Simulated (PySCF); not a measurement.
**Gas-phase XPS of `C[SiH2]/C=C\[SiH2]N(C)C`, computed**

Compound: C₅H₁₅NSi₂.
Geometry (PBE0-D3(BJ)/def2-SVP, Å), atoms numbered from 1 in this order:
```xyz
23
C5H15NSi2 angstrom
C      1.8845    0.5572   -1.6638
Si     2.1231   -0.2561    0.0131
C      1.2340   -1.9122    0.1608
C      0.0418   -2.1412    0.7439
Si    -1.0438   -0.7802    1.4469
N     -1.1631    0.4978    0.2646
C     -1.2236    1.8872    0.6415
C     -1.7886    0.2036   -1.0011
H      0.8338    0.8487   -1.8000
H      2.5125    1.4572   -1.7494
H      2.1622   -0.1317   -2.4760
H      3.5821   -0.5541    0.1938
H      1.7190    0.6640    1.1197
H      1.7781   -2.7797   -0.2445
H     -0.3242   -3.1775    0.7918
H     -0.4752   -0.1652    2.6839
H     -2.3695   -1.3965    1.7977
H     -0.6838    2.0543    1.5853
H     -0.7441    2.5188   -0.1294
H     -2.2601    2.2609    0.7723
H     -1.3649    0.8313   -1.8067
H     -1.6142   -0.8468   -1.2828
H     -2.8845    0.3780   -0.9956
```

Computed with delta-SCF UKS SCAN, pcX-2 on the ionised atom, pcseg-1 elsewhere, spin-free X2C in PySCF. Each binding energy is the total energy of the core-ionised species, with the hole localised on one atom, minus that of the ground state; both are solved self-consistently, so orbital relaxation is included.

Task: What binding energy does each computed site have?

Result: 
| atom(s) | bonded to | level | binding energy (eV) | 2p1/2 (eV) | above the level's lowest (eV) | count |
| --- | --- | --- | --- | --- | --- | --- |
| Si5 | N, C and 2 H | Si 1s | 1846.25 | – | +0.35 | 1 |
| Si2 | 2 C and 2 H | Si 1s | 1845.90 | – | 0.00 | 1 |
| N6 | 2 C and Si | N 1s | 404.10 | – | 0.00 | 1 |
| C7/C8 | N and 3 H | C 1s | 291.36 | – | +1.66 | 2 |
| C1 | 3 H and Si | C 1s | 289.95 | – | +0.25 | 1 |
| C3 | C (double bond), H and Si | C 1s | 289.80 | – | +0.10 | 1 |
| C4 | C (double bond), H and Si | C 1s | 289.70 | – | 0.00 | 1 |
| Si5 | N, C and 2 H | Si 2p3/2 | 106.37 | 106.99 | +0.27 | 1 |
| Si2 | 2 C and 2 H | Si 2p3/2 | 106.10 | 106.73 | 0.00 | 1 |

Lowest listed C 1s: C4, bonded to C (double bond), H and Si. Highest, 1.66 eV above it: C7/C8, bonded to N and 3 H. The widest gap between neighbouring values is 1.41 eV, between 289.95 and 291.36 eV. Summing the Pauling electronegativity differences to the bonded atoms, each weighted by its formal bond order, gives -1.00 for the lowest site and -0.56 for the highest; no listed site has a larger sum than the highest. The smallest sum, -1.70, belongs to C1, 0.25 eV above the lowest.

Lowest listed Si 1s: Si2, bonded to 2 C and 2 H. Highest, 0.35 eV above it: Si5, bonded to N, C and 2 H. Summing the Pauling electronegativity differences to the bonded atoms, each weighted by its formal bond order, gives +1.90 for the lowest site and +2.39 for the highest.

The listed Si 2p3/2 values span 0.27 eV, from Si2 (bonded to 2 C and 2 H) to Si5 (bonded to N, C and 2 H).

Task: Express the binding energy of N 1s of N6 in atomic units and per mole.

Result: 404.10 eV = 14.8504 Eh = 38990 kJ/mol.

One atom of each set of topologically equivalent atoms was ionised and stands for the set; in this conformer not all members are related by symmetry, and their own values weren't computed. Spin–orbit coupling isn't in the SCF: each 2p doublet comes from a relaxed spin-free hole plus a matrix of the shell (mean-field spin–orbit coupling and the ground-state 2p splitting), with 2p3/2 averaged over its two sublevels. 2p1/2 minus 2p3/2 (ligand field included): Si 0.62 eV. Isolated species at its PBE0-D3(BJ)/def2-SVP geometry (one conformer only).
